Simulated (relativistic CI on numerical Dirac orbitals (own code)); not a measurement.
Method of calculation: Dirac-Coulomb-Breit CI, orbitals from a KLI potential per configuration, model QED (radiative potential, 1s self-energy scaled to tabulated hydrogen-like ionisation energies), unscaled Slater integrals (own radial code, finite nucleus).

Configuration list (outside the closed core [Ne]): 3s²3p⁶3d⁹, 3s²3p⁵3d¹⁰, 3s²3p⁶3d⁸4s, 3s3p⁶3d¹⁰, 3s²3p⁶3d⁸4p, 3s²3p⁶3d⁷4s², 3s²3p⁶3d⁸4d, 3s²3p⁶3d⁷4s4p, 3s²3p⁶3d⁸5s, 3s²3p⁶3d⁷4p², 3s²3p⁶3d⁸4f, 3s²3p⁶3d⁸5p, 3s²3p⁶3d⁷4s4d, 3s²3p⁶3d⁸5d, 3s²3p⁶3d⁷4p4d, 3s²3p⁶3d⁸6s, 3s²3p⁵3d⁹4s, 3s²3p⁶3d⁸5f, 3s²3p⁶3d⁸5g, 3s²3p⁶3d⁸6p, 3s²3p⁶3d⁸6d, 3s²3p⁶3d⁷4d², 3s²3p⁵3d⁹4p, 3s²3p⁵3d⁸4s², 3s²3p⁴3d¹⁰4s, 3s²3p⁵3d⁸4s4p, 3s²3p⁴3d¹⁰4p, 3s²3p⁵3d⁸4p², 3s²3p⁵3d⁹4d, 3s²3p⁵3d⁸4s4d, 3s3p⁶3d⁹4s, 3s²3p⁴3d¹⁰4d, 3s3p⁶3d⁸4s², 3s²3p⁵3d⁸4p4d, 3s²3p⁵3d⁹5s, 3s²3p⁵3d⁹4f. Levels of other configurations are missing.

At this charge energies of transitions that change n are usually good to better than 1 %, and those within a shell (Δn = 0) to a few per cent.

Outline of the computed level scheme of Kr X. Lowest level of each configuration: 3s²3p⁶3d⁹ ²D5/2 at 0.000 eV; 3s²3p⁶3d⁸4s ⁴F9/2 at 97.709 eV; 3s²3p⁶3d⁸4p ⁴D°7/2 at 117.130 eV; 3s²3p⁵3d¹⁰ ²P°3/2 at 122.560 eV.

Some strong electric-dipole decays among the lowest 45 levels: 3s²3p⁵3d¹⁰ ²P°3/2 → 3s²3p⁶3d⁹ ²D5/2 (2.9e+11 s⁻¹); 3s²3p⁶3d⁸4p ²D°3/2 → 3s²3p⁶3d⁹ ²D3/2 (5.4e+10 s⁻¹); 3s²3p⁶3d⁸4p ²F°5/2 → 3s²3p⁶3d⁹ ²D5/2 (4.8e+10 s⁻¹); 3s²3p⁶3d⁸4p ²D°5/2 → 3s²3p⁶3d⁹ ²D5/2 (4.2e+10 s⁻¹); 3s²3p⁵3d¹⁰ ²P°3/2 → 3s²3p⁶3d⁹ ²D3/2 (4.0e+10 s⁻¹); 3s²3p⁶3d⁸4p ²D°5/2 → 3s²3p⁶3d⁹ ²D5/2 (3.4e+10 s⁻¹); 3s²3p⁶3d⁸4p ⁴P°3/2 → 3s²3p⁶3d⁹ ²D3/2 (2.6e+10 s⁻¹); 3s²3p⁶3d⁸4p ²D°3/2 → 3s²3p⁶3d⁹ ²D5/2 (2.2e+10 s⁻¹).

LS names give the leading component of a level, which can be under half, so a name can repeat, a term be missing and a line seem to break the LS rules.
